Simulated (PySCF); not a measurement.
One of the candidates below gave these computed data.

All candidates are C6H6O2S.

| technique | computed result |
| --- | --- |
| Polarisability | 94.3 au [PBE0/def2-SVPD] |
| Dipole | 1.31 D [PBE0/def2-SVPD] |
| 13C NMR | chemical shifts (computed TMS as zero) by class: 171.9 (1 C), 165.0 (1 C), 130.1 (1 C), 121.5 (1 C), 118.1 (1 C), 24.3 (1 C) ppm [GIAO PBE0/pcSseg-1] |
| Rotational structure | rotational constants A, B, C: 3.572, 0.895, 0.719 GHz [GFN2-xTB] |
| UV, first state | lowest singlet excitation: 5.17 eV (240 nm, f = 0.245) [TDDFT PBE0/def2-SVPD] |
| Triplet | lowest triplet excitation (Tamm–Dancoff): 3.58 eV [TDA PBE0/def2-SVPD] |

The electronic properties come from PySCF, for the isolated species, density fitting. Levels stand in brackets. The structure is a single GFN2-xTB conformer in the gas phase; no vibrational or solvent corrections. Each NMR value is the plain mean over a class of atoms that symmetry, rotation or inversion makes alike.

**Question.** Which candidate is it?
A. `CC(=O)Oc1cccs1`
B. `COC(=O)c1cccs1`
C. `C#C[C@@H]1C=CS(=O)(=O)C1`
D. `c1scc2c1OCCO2`
E. `C#CC1=CCCS1(=O)=O`

**Answer.** A. It is `CC(=O)Oc1cccs1`. Numbering: `[CH3:1][C:2](=[O:3])[O:4][c:5]1[cH:6][cH:7][cH:8][s:9]1`. Its formula, C6H6O2S, gives 4 degrees of unsaturation: 1 ring and 3 π bonds in the structure found (Kekulé form). 6 carbons fall into 6 classes; from least to most shielded: ester carbonyl carbon [C2] (171.9 ppm), aromatic carbon bearing oxygen [C5] (165.0 ppm), aromatic CH carbon [C7] (130.1 ppm), aromatic CH next to a ring sulfur [C8] (121.5 ppm), aromatic CH carbon [C6] (118.1 ppm), methyl carbon next to a carbonyl [C1] (24.3 ppm). S1 is mainly HOMO→LUMO (weight 0.96); the largest Löwdin shares of the orbital it empties are 0.26 on the aromatic CH next to a ring sulfur, 0.21 on the aromatic carbon bearing oxygen, 0.14 on an aromatic CH carbon and 0.13 on an aromatic CH carbon, of the orbital it fills 0.15 on the ester carbonyl carbon, 0.15 on the thiophene-type sulfur, 0.14 on the aromatic CH next to a ring sulfur and 0.13 on the ester carbonyl oxygen. The optimised geometry has point group Cs and is an asymmetric top.

The others, at the same levels:
- `COC(=O)c1cccs1` fails: its computed 13C shifts are 166.9 (1 C), 142.5 (1 C), 141.9 (1 C), 140.3 (1 C), 131.9 (1 C), 50.9 (1 C) ppm, rotational constant A is 3.321 GHz (against 3.572 GHz) and smallest rotational constant is 0.765 GHz (against 0.719 GHz).
- `C#C[C@@H]1C=CS(=O)(=O)C1` fails: its computed 13C shifts are 144.5 (1 C), 144.5 (1 C), 86.6 (1 C), 79.0 (1 C), 60.8 (1 C), 31.7 (1 C) ppm, lowest singlet excitation is 5.88 eV (211 nm, f = 0.005) (against 5.17 eV) and lowest triplet excitation (Tamm–Dancoff) is 4.38 eV (against 3.58 eV).
- `c1scc2c1OCCO2` fails: it has 3 carbon classes against 6; its computed 13C shifts are 147.6 (2 C), 108.8 (2 C), 67.8 (2 C) ppm, static isotropic polarisability is 91.7 au (against 94.3 au) and rotational constant A is 3.402 GHz (against 3.572 GHz).
- `C#CC1=CCCS1(=O)=O` fails: its computed lowest singlet excitation is 4.91 eV (252 nm, f = 0.003) (against 5.17 eV), lowest triplet excitation (Tamm–Dancoff) is 3.36 eV (against 3.58 eV) and rotational constant A is 2.116 GHz (against 3.572 GHz).

Each candidate is one conformer, not necessarily the lowest. The conformers computed, where there is a choice (atom-mapped SMILES and torsion angles):
- `[CH3:1][C:2](=[O:3])[O:4][c:5]1[cH:6][cH:7][cH:8][s:9]1`: C1–C2–O4–C5 180°, C2–O4–C5–C6 0°
- `[CH3:1][O:2][C:3](=[O:4])[c:5]1[cH:6][cH:7][cH:8][s:9]1`: C1–O2–C3–O4 1°, O2–C3–C5–C6 180°

The conformers of `C#C[C@@H]1C=CS(=O)(=O)C1` and `C#CC1=CCCS1(=O)=O` aren't listed.
